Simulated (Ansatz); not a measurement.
The same group exchange along the group F, Cl, Br.

Gas-phase electronic energies from Ansatz, PBE0-D4/def2-TZVP geometries. CCSD(T)/CBS is the MP2 limit (def2-TZVPP, def2-QZVPP) plus CCSD(T) − MP2 in def2-TZVPP, frozen cores. This one scheme is used for every species. Functionals use def2-TZVPP. For Br, Ga outer-core shells are correlated without core-valence functions, which leaves a few kJ/mol of doubt a bond. Scalar relativity is left out up to krypton. One conformer a species, not always the lowest.

| reaction | ωB97M-V (kcal/mol) | CCSD(T)/CBS(def2) (kcal/mol) |
| --- | --- | --- |
| `[F][Ga]([F])[O][SiH3]` + CH₄ → `[CH3][Ga]([F])[F]` + `O[SiH3]` | 11.9 | 12.4 |
| `[SiH3][O][Ga]([Cl])[Cl]` + CH₄ → `[CH3][Ga]([Cl])[Cl]` + `O[SiH3]` | 15.1 | 15.4 |
| `[SiH3][O][Ga]([Br])[Br]` + CH₄ → `[CH3][Ga]([Br])[Br]` + `O[SiH3]` | 15.7 | 16.1 |

Largest T1 diagnostic: 0.014, for `[F][Ga]([F])[O][SiH3]`.
